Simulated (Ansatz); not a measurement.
`N=[CH][GaH][OH]` + `NCS` → `N=CNCS` + `[OH][GaH2]`  (substitution at a C–Ga bond)

Isolated molecules relaxed with PBE0-D4/def2-TZVP in Ansatz; ΔE leaves out vibrations. CCSD(T)/CBS is the MP2 limit (def2-TZVPP, def2-QZVPP) plus CCSD(T) − MP2 in def2-TZVPP, frozen cores. Functionals use def2-TZVPP. For Ga outer-core shells are correlated without core-valence functions, which leaves a few kJ/mol of doubt a bond. Scalar relativity is left out up to krypton. Each species was taken in one conformer, which may not be the lowest.

`N=[CH][GaH][OH]`:

Z-matrix (Å, degrees):
```
C
Ga 1 1.995
N 1 1.270 2 125.4
H 1 1.097 2 119.5 3 179.9
O 2 1.788 1 115.7 3 1.8
H 2 1.556 1 129.8 3 -178.0
H 3 1.023 1 112.0 2 -0.1
H 5 0.959 2 116.7 1 0.8
```

`NCS`:

Z-matrix (Å, degrees):
```
C
S 1 1.811
N 1 1.444 2 112.7
H 1 1.097 2 107.3 3 -128.3
H 1 1.092 2 104.7 3 117.9
H 2 1.342 1 96.7 3 83.9
H 3 1.012 1 111.0 2 -65.0
H 3 1.014 1 110.4 2 175.5
```

`N=CNCS`:

Cartesian coordinates in Å:
```
N -0.692 -1.101 -1.015
C 0.497 -0.978 -0.581
N 0.934 0.166 0.013
C 0.009 1.214 0.316
S -1.116 0.892 1.717
H -0.817 -1.996 -1.472
H 1.276 -1.744 -0.656
H 1.751 0.088 0.595
H 0.557 2.119 0.576
H -0.597 1.407 -0.567
H -1.804 -0.066 1.073
```

`[OH][GaH2]`:

```xyz
5

O     0.006    0.254   -1.250
Ga    0.233   -0.079    0.492
H    -0.909    0.230   -1.538
H    -1.048   -0.367    1.344
H     1.718   -0.038    0.952
```

CCSD(T)/CBS gives -48.0 kJ/mol.

Question: Another level gave -56.9 kJ/mol. Which?
A. r2SCAN/def2-TZVPP
B. PBE/def2-TZVPP
C. CCSD(T)/def2-TZVPP
D. MP2/def2-TZVPP

Answer: D. MP2/def2-TZVPP -56.9, r2SCAN -66.7, CCSD(T)/def2-TZVPP -49.3, PBE -61.1 kJ/mol.

Largest T1 diagnostic among the species: 0.015.

The D4 term adds −4.8 kJ/mol with B3LYP and −2.7 kJ/mol with PBE0; it sums over pairs of atoms, weighted by their polarisabilities, and B3LYP, whose exchange is more repulsive, gets the larger term.

B3LYP here is the variant with VWN-RPA as its local correlation; programs differ in this.
